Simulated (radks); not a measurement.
Results of a calculation; reference values are marked as such.
Excited configurations of neutral silicon: one electron is placed in a higher orbital outside [Ne] 3s2 3p1. The ground configuration is [Ne] 3s2 3p2. Code: a radial shooting solver on a logarithmic mesh with Libxc functionals. Model: non-relativistic Kohn-Sham, PBE, spin-polarised, spherical densities, point nucleus; open shells are filled with parallel spins first. Excitation = E - E(ground); binding = E(ion) - E, where the ion is the core of charge +1; n* = 1/sqrt(2 binding) in atomic units, and the quantum defect is n - n*.

| outer orbital | excitation (eV) | binding (eV) | n* | quantum defect | eigenvalue (eV) | <r> (bohr) |
|---|---|---|---|---|---|---|
| 5p | 6.961 | 1.314 | 3.218 | 1.782 | -0.802 | 16.47 |
| 5f | 7.599 | 0.676 | 4.487 | 0.513 | -0.405 | 28.15 |
| 6s | 7.270 | 1.004 | 3.681 | 2.319 | -0.662 | 22.76 |
| 6p | 7.436 | 0.838 | 4.028 | 1.972 | -0.548 | 26.72 |
| 6f | 7.780 | 0.494 | 5.247 | 0.753 | -0.321 | 42.25 |

The Delta-SCF ionisation energy is 8.275 eV (NIST Atomic Spectra Database: 8.152 eV, measured). Self-interaction in the functional shifts the binding energies and quantum defects, so they are the method's values and not measured ones. Open shells are spherical and high-spin; term and fine-structure splittings are not resolved.
